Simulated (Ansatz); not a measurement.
(SiO2)n: binding per atom (eV) at several levels, gas phase, relaxed structures; Ansatz. Clusters are the lowest isomers that short searches found in that spin, judged at the geometry's level. Binding counts from free atoms in the multiplicity of their measured ground term, without zero-point energy. The structures are stationary points that may keep the symmetry of their start.

```tsv
species	state	geometry	HF/STO-3G	PBE-D4/def2-SVP	PBE-D4/def2-TZVP	r2SCAN-D4/def2-TZVP	PBE0-D4/def2-SVP	PBE0-D4/def2-TZVP
Si2O4	singlet	PBE0-D4/def2-SVP	1.63	5.02	5.17	5.03	4.70	4.89
Si3O6	singlet	PBE0-D4/def2-SVP	2.04	5.30	5.45	5.33	5.01	5.20
Si4O8	singlet	PBE-D4/def2-SVP	2.10	5.38	5.52	5.39	5.09	5.25
```
